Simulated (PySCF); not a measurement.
ClCu, singlet, at a GFN2-xTB geometry (such geometries of metal compounds can be far from the true shape). Base run: PBE/6-31G* (PySCF).

Input for PySCF:
```python
from pyscf import gto, scf, dft, solvent

mol = gto.Mole()
mol.atom = '''
    Cu   -0.00000000   -0.00000000   -0.75781345
    Cl    0.00000000    0.00000000    1.29274059
'''
mol.basis = '6-31g*'
mol.verbose = 4
mol.build()

mf = dft.RKS(mol)
mf.xc = 'pbe'
mf.kernel()
```

The base run was repeated with changes; each row names its change, and settings that it needs were set with it.

```tsv
change	ΔE vs base (kJ/mol)	dipole (D)	HOMO-LUMO gap (eV)
base	0.00	4.40	0.47
model = C-PCM; solvent = tetrahydrofuran	-69.9	6.53	0.88
model = IEF-PCM; solvent = tetrahydrofuran; lebedev_order = 41	-66.9	6.46	0.86
model = COSMO; solvent = tetrahydrofuran	-64.3	6.38	0.85
model = IEF-PCM; solvent = methanol	[?]	[?]	0.94
model = IEF-PCM; solvent = tetrahydrofuran; r_probe = 0.5	-28.9	5.60	0.75
model = IEF-PCM; solvent = tetrahydrofuran; vdw_scale = 1.4	[?]	[?]	[?]
model = IEF-PCM; solvent = tetrahydrofuran; lebedev_order = 11	[?]	[?]	[?]
model = IEF-PCM; solvent = toluene	-37.4	5.61	0.68
model = SS(V)PE; solvent = tetrahydrofuran	-66.9	6.46	0.85
model = IEF-PCM; solvent = tetrahydrofuran	-66.9	6.46	0.85
model = IEF-PCM; solvent = dimethylsulfoxide	-81.7	6.85	0.94
```

Fill in the missing entries.


- model = IEF-PCM; solvent = methanol, ΔE vs base (kJ/mol): -80.4
- model = IEF-PCM; solvent = methanol, dipole (D): 6.82
- model = IEF-PCM; solvent = tetrahydrofuran; vdw_scale = 1.4, ΔE vs base (kJ/mol): -40.0
- model = IEF-PCM; solvent = tetrahydrofuran; vdw_scale = 1.4, dipole (D): 5.88
- model = IEF-PCM; solvent = tetrahydrofuran; vdw_scale = 1.4, HOMO-LUMO gap (eV): 0.81
- model = IEF-PCM; solvent = tetrahydrofuran; lebedev_order = 11, ΔE vs base (kJ/mol): -66.4
- model = IEF-PCM; solvent = tetrahydrofuran; lebedev_order = 11, dipole (D): 6.43
- model = IEF-PCM; solvent = tetrahydrofuran; lebedev_order = 11, HOMO-LUMO gap (eV): 0.84

The base is the gas phase, so ΔE is the electrostatic part of solvation at a fixed geometry, without cavity and dispersion terms.
